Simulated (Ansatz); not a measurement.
Ansatz results at the PBE0-D4/def2-TZVP geometry: LUMO energy (PBE0/def2-TZVPP) 0.64 eV; size of the dipole moment (ωB97M-V/def2-TZVPP) 1.38 D; HOMO–LUMO gap (PBE0/def2-TZVPP) 7.87 eV.

Task: Which molecule gave them?
A. `FCC(F)=C(F)F`
B. `C=CCF`
C. `FC1C(F)(F)CC1(F)F`
D. `C/C=C\F`

Result: D. The others give `C=CCF`: 0.18, 1.69, 7.86; `FC1C(F)(F)CC1(F)F`: 0.27, 2.30, 9.67; `FCC(F)=C(F)F`: -0.14, 1.86, 7.63.
